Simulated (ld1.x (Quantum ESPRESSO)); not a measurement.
## Au (Z = 79): one change to an ultrasoft potential, before and after

ld1.x (Quantum ESPRESSO) 7.5 input, shortened:

```
&input
   title='Au', zed=79., rel=1, dft='PZ', iswitch=3,
   config='[Xe] 4f14 5d10 6s0.75 6p0.25'
 /
 &inputp
   pseudotype=3, tm=.true., lloc=-1, rcloc=3.20,
   nlcc=.true.,
   which_augfun='PSQ', rmatch_augfun=0.95
 /
6
6S  1  0   0.75   0.00  1.80  2.50  0.0
6S  1  0   0.00   1.00  1.80  2.50  0.0
6P  2  1   0.25   0.00  2.85  3.40  0.0
6P  2  1   0.00   4.75  2.85  3.40  0.0
5D  3  2  10.00   0.00  0.90  1.25  0.0
5D  3  2   0.00   0.55  0.90  1.25  0.0
 &test
   configts(1)='5d10 6s0.75 6p0.25'
 /
```

All-electron outer shells of the reference configuration (LDA (PZ), scalar-relativistic, ld1.x):

```json
{"shell": "4f", "level (eV)": "-82.17", "outermost node (bohr)": "–", "outermost maximum (bohr)": "0.37"}
{"shell": "5p", "level (eV)": "-60.65", "outermost node (bohr)": "0.52", "outermost maximum (bohr)": "0.96"}
{"shell": "5d", "level (eV)": "-7.69", "outermost node (bohr)": "0.56", "outermost maximum (bohr)": "1.21"}
{"shell": "6s", "level (eV)": "-6.53", "outermost node (bohr)": "1.11", "outermost maximum (bohr)": "2.29"}
{"shell": "6p", "level (eV)": "-1.26", "outermost node (bohr)": "1.32", "outermost maximum (bohr)": "3.47"}
```

Change: waves 6s (bound): rcut 1.80, rcutus 2.08 bohr; 6s channel at 1 Ry: rcut 1.80, rcutus 2.08 bohr.

Cutoffs: the cutoffs (Ry, on a coarse ladder) from which the occupation-weighted sum of valence levels, in a spherical-Bessel basis at the reference potential, stays within 10 and 1 mRy of its value at 400 Ry; they do not see the model core or the augmentation charge, which bear on the density cutoff. Errors are all-electron minus pseudo energies relative to the spin-unpolarised reference configuration.

Q: What does the change do?

A: The potential gets neither clearly harder nor softer (70 Ry and 120 Ry → 70 Ry and 120 Ry); the d channel sets the loose cutoff, while the largest relative change is in s, which becomes harder; of the 9 tests that both files solve, the error grows in 0 and shrinks in 8 by more than 15 % and 0.3 meV (median size 33.1 → 9.3 meV); neither file shows a bound ghost. Less of the atom is replaced, so other configurations are described better.

```tsv
quantity	base	changed
cutoff, loose	70 Ry	70 Ry
cutoff, tight	120 Ry	120 Ry
loose cutoff by channel (10 mRy a level)	s 6 Ry, p 6 Ry, d 50 Ry	s 8 Ry, p 6 Ry, d 50 Ry
bound ghosts	none	none
error for 5d10 6s1 6p0, meV [ΔE -1.31 eV]	-1.5	-0.4
error for 5d10 6s0 6p0, meV [ΔE 8.47 eV]	-33	-9.3
error for 5d9 6s0 6p0, meV [ΔE 29.97 eV]	-56	-45
error for 5d10 6s0 6p1, meV [ΔE 4.09 eV]	-24	-9.0
error for 5d9 6s1 6p0, meV [ΔE 11.07 eV]	-43	-21
error for 5d9 6s2 6p0, meV [ΔE 0.29 eV]	-112	-31
error for 5d8 6s0 6p0, meV [ΔE 64.14 eV]	-205	-220
error for 5d10 6s0.75 6p0.25 (spin-polarised), meV [ΔE -0.12 eV]	+18	+2.6
error for 5d10 6s1 6p0 (spin-polarised), meV [ΔE -1.44 eV]	+27	+4.5
s: phases at 3.71 bohr within 0.05 rad from the reference energy up to (Ry; the scan ends near 5)	to the end of the scan	to the end of the scan
p: phases at 3.71 bohr within 0.05 rad from the reference energy up to (Ry; the scan ends near 5)	1.7	1.7
d: phases at 3.71 bohr within 0.05 rad from the reference energy up to (Ry; the scan ends near 5)	4.0	4.0
lowest overlap eigenvalue by channel	s 0.36, p 0.25, d 0.88	s 0.60, p 0.25, d 0.88
```
